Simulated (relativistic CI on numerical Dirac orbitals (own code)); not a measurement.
**Ir²⁺ (5d7) in a crystal field**

Calculated by Dirac-Coulomb-Breit CI, orbitals from a KLI potential per configuration, QED by a radiative potential, valence Slater integrals scaled by 0.7, one configuration in a parametric crystal field (own radial code).

Field parameters in Wybourne normalisation: Oh B⁴₀ = 21Dq, B⁴₄ = √(5/14) B⁴₀. The field is a parameter set, without covalency.

S and J are read from ⟨S²⟩ = S(S + 1) and ⟨J²⟩ = J(J + 1) of each level; they are not fictitious spins.

Oh, 10Dq = 5500 cm⁻¹, the lowest 16 levels:

```csv
E (cm⁻¹),Degeneracy,Irrep,S,J
0.0,2,Γ6,1.43,4.45
609,4,Γ8,1.36,4.36
2210,4,Γ8,1.29,4.23
7362,2,Γ7,1.46,3.18
7813,4,Γ8,1.18,2.90
9367,4,Γ8,1.23,3.28
9956,2,Γ6,1.45,3.55
10586,2,Γ7,1.25,2.92
11911,4,Γ8,1.13,2.50
12769,4,Γ8,1.00,4.02
14304,4,Γ8,0.79,4.25
15083,2,Γ7,1.39,2.75
16122,4,Γ8,1.25,2.80
16521,2,Γ6,0.67,4.52
17335,4,Γ8,1.44,2.60
17814,2,Γ6,0.83,3.41
```

Principal g values of the ground doublet: 4.88, 4.88, 4.88.

Oh, 10Dq = 40900 cm⁻¹, the lowest 10 levels:

```tsv
E (cm⁻¹)	Degeneracy	Irrep	S	J
0.0	4	Γ8	0.53	3.93
26648	2	Γ6	1.48	4.13
28257	4	Γ8	1.44	3.77
32539	2	Γ7	1.50	2.87
32734	4	Γ8	1.48	3.12
37390	4	Γ8	0.55	4.02
40662	4	Γ8	0.58	4.18
40691	2	Γ7	0.52	3.83
41466	2	Γ6	0.53	4.85
44281	4	Γ8	0.54	3.04
```

Oh, 10Dq = 36450 cm⁻¹, the lowest 16 levels:

| E (cm⁻¹) | Degeneracy | Irrep | S | J |
| --- | --- | --- | --- | --- |
| 0.0 | 4 | Γ8 | 0.55 | 3.93 |
| 22298 | 2 | Γ6 | 1.48 | 4.15 |
| 23930 | 4 | Γ8 | 1.44 | 3.80 |
| 28280 | 2 | Γ7 | 1.50 | 2.88 |
| 28517 | 4 | Γ8 | 1.47 | 3.17 |
| 33011 | 4 | Γ8 | 0.56 | 4.00 |
| 36361 | 2 | Γ7 | 0.53 | 3.82 |
| 36366 | 4 | Γ8 | 0.58 | 4.18 |
| 37188 | 2 | Γ6 | 0.53 | 4.85 |
| 39903 | 4 | Γ8 | 0.56 | 3.05 |
| 41590 | 2 | Γ6 | 0.52 | 2.71 |
| 47472 | 2 | Γ7 | 0.54 | 3.06 |
| 51125 | 4 | Γ8 | 0.53 | 3.30 |
| 59636 | 4 | Γ8 | 1.45 | 3.57 |
| 60689 | 2 | Γ6 | 1.48 | 3.70 |
| 62191 | 4 | Γ8 | 1.46 | 3.60 |

Oh, 10Dq = 32050 cm⁻¹, the lowest 10 levels:

| E (cm⁻¹) | Degeneracy | Irrep | S | J |
| --- | --- | --- | --- | --- |
| 0.0 | 4 | Γ8 | 0.56 | 3.93 |
| 18035 | 2 | Γ6 | 1.48 | 4.17 |
| 19694 | 4 | Γ8 | 1.44 | 3.82 |
| 24124 | 2 | Γ7 | 1.49 | 2.89 |
| 24422 | 4 | Γ8 | 1.46 | 3.22 |
| 28700 | 4 | Γ8 | 0.57 | 3.96 |
| 32111 | 2 | Γ7 | 0.54 | 3.81 |
| 32161 | 4 | Γ8 | 0.59 | 4.19 |
| 33004 | 2 | Γ6 | 0.54 | 4.85 |
| 35585 | 4 | Γ8 | 0.58 | 3.06 |

Oh, 10Dq = 27600 cm⁻¹, the lowest 10 levels:

```
E (cm⁻¹)  Degeneracy  Irrep     S     J
     0.0           4     Γ8  0.59  3.93
   13789           2     Γ6  1.48  4.20
   15481           4     Γ8  1.43  3.86
   20009           2     Γ7  1.49  2.90
   20400           4     Γ8  1.45  3.30
   24371           4     Γ8  0.59  3.91
   27860           2     Γ7  0.56  3.79
   27976           4     Γ8  0.60  4.20
   28842           2     Γ6  0.55  4.84
   31231           4     Γ8  0.61  3.07
```

The free-ion ground term has S = 3/2. The field overcomes the spin-pairing energy for Oh, 10Dq = 40900 cm⁻¹; Oh, 10Dq = 36450 cm⁻¹; Oh, 10Dq = 32050 cm⁻¹; Oh, 10Dq = 27600 cm⁻¹, where the ground state has lower spin; these fields are assumed values.

Levels of this model without a field, named by their leading LS term (the scale mimics covalency, so terms lie below those of the real free ion): ⁴F9/2 0, ⁴F7/2 6916, ²P3/2 7885, ⁴F5/2 8141, ⁴F3/2 12156, ⁴P5/2 13424, ²G9/2 13602, ⁴P1/2 15958 cm⁻¹.
